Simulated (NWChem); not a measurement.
System: C4H11Ge, doublet; SMILES [CH](C(C)C)[GeH3]

Here is an NWChem input.

```
start job
memory heap 200 mb stack 900 mb global 1100 mb
geometry units angstroms
  C     -2.160837    -0.996960    -1.160694
  C     -1.603659    -0.431962     0.157477
  C     -2.735895     0.220891     0.956430
  C     -0.522631     0.540921    -0.128439
  Ge     1.332761     0.138222     0.036364
  H     -2.942277    -1.724991    -0.954328
  H     -2.578612    -0.196347    -1.766988
  H     -1.368095    -1.483020    -1.725453
  H     -1.195347    -1.268910     0.736791
  H     -3.167109     1.047328     0.395266
  H     -2.358786     0.604839     1.901624
  H     -3.519474    -0.504648     1.163780
  H     -0.840212     1.488775    -0.538844
  H      2.156427     1.381873    -0.001223
  H      1.845154    -0.760682    -1.055227
  H      1.606110    -0.596262     1.311945
end
basis spherical
  * library def2-svp
end
dft
  odft
  mult 2
  xc pbe0
  iterations 150
end
driver
  maxiter 120
end
task dft optimize
```

Not confirmed as a minimum by frequencies.

The level has its own optimisation. Brackets give each atom's bonded neighbours.

Q: Give the results of this calculation. (PBE0/def2-SVP, spin-unrestricted.) Quantities: r C–C [C(CCCH)–C(CHHH)] (Å); r C–H [C(CHHH)–H(C)] (Å); r C–C [C(CCCH)–C(CGeH)] (Å); r C–H [C(CCCH)–H(C)] (Å); dipole (D).

A: 
```
Quantity                     Value
---------------------------  -----
r C–C [C(CCCH)–C(CHHH)] (Å)  1.533
r C–H [C(CHHH)–H(C)] (Å)     1.102
r C–C [C(CCCH)–C(CGeH)] (Å)  1.499
r C–H [C(CCCH)–H(C)] (Å)     1.106
dipole (D)                    0.91
```
